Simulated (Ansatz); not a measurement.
CH₈GeSSi (`C[S][GeH2][SiH3]`) at its PBE0-D4/def2-TZVP geometry, where that method's forces vanish. Total charge 0; spin multiplicity 1.

| atom | x (Å) | y (Å) | z (Å) |
| --- | --- | --- | --- |
| C1 | -2.0998 | -0.4277 | 0.0000 |
| S2 | -0.9709 | -1.2599 | -1.1488 |
| Ge3 | 0.7006 | 0.2040 | -1.1467 |
| Si4 | 1.7396 | 0.2461 | 0.9987 |
| H5 | -1.6587 | -0.3201 | 0.9910 |
| H6 | -2.9850 | -1.0588 | 0.0792 |
| H7 | -2.3990 | 0.5497 | -0.3798 |
| H8 | 0.1434 | 1.5913 | -1.5315 |
| H9 | 1.6678 | -0.2782 | -2.2402 |
| H10 | 2.3991 | -1.0604 | 1.2531 |
| H11 | 0.7109 | 0.4806 | 2.0471 |
| H12 | 2.7522 | 1.3333 | 1.0779 |

Question: For each bond, give half the difference of the two atoms' forces along it (eV/Å; positive pushes the atoms apart) under PBE-D4, r2SCAN-D4, B3LYP-D4, ωB97M-V in def2-TZVPP. (An estimate is asked.)

Answer: Computed: 
```json
{"bond": "C1–S2", "length (Å)": "1.813", "PBE-D4": "0.15", "r2SCAN-D4": "0.18", "B3LYP-D4": "0.29", "ωB97M-V": "0.15"}
{"bond": "C1–H5", "length (Å)": "1.090", "PBE-D4": "0.10", "r2SCAN-D4": "-0.04", "B3LYP-D4": "-0.09", "ωB97M-V": "-0.07"}
{"bond": "C1–H6", "length (Å)": "1.090", "PBE-D4": "0.11", "r2SCAN-D4": "-0.04", "B3LYP-D4": "-0.10", "ωB97M-V": "-0.07"}
{"bond": "C1–H7", "length (Å)": "1.090", "PBE-D4": "0.10", "r2SCAN-D4": "-0.04", "B3LYP-D4": "-0.08", "ωB97M-V": "-0.08"}
{"bond": "S2–Ge3", "length (Å)": "2.222", "PBE-D4": "0.17", "r2SCAN-D4": "0.04", "B3LYP-D4": "0.21", "ωB97M-V": "0.05"}
{"bond": "Ge3–Si4", "length (Å)": "2.384", "PBE-D4": "-0.08", "r2SCAN-D4": "-0.02", "B3LYP-D4": "0.09", "ωB97M-V": "0.03"}
{"bond": "Ge3–H8", "length (Å)": "1.544", "PBE-D4": "0.09", "r2SCAN-D4": "-0.03", "B3LYP-D4": "-0.04", "ωB97M-V": "-0.08"}
{"bond": "Ge3–H9", "length (Å)": "1.537", "PBE-D4": "0.08", "r2SCAN-D4": "-0.04", "B3LYP-D4": "-0.05", "ωB97M-V": "-0.07"}
{"bond": "Si4–H10", "length (Å)": "1.485", "PBE-D4": "0.09", "r2SCAN-D4": "-0.01", "B3LYP-D4": "-0.07", "ωB97M-V": "-0.10"}
{"bond": "Si4–H11", "length (Å)": "1.487", "PBE-D4": "0.09", "r2SCAN-D4": "-0.01", "B3LYP-D4": "-0.08", "ωB97M-V": "-0.10"}
{"bond": "Si4–H12", "length (Å)": "1.488", "PBE-D4": "0.08", "r2SCAN-D4": "-0.02", "B3LYP-D4": "-0.08", "ωB97M-V": "-0.10"}
```

B3LYP here is the variant with VWN-RPA as its local correlation; programs differ in this.
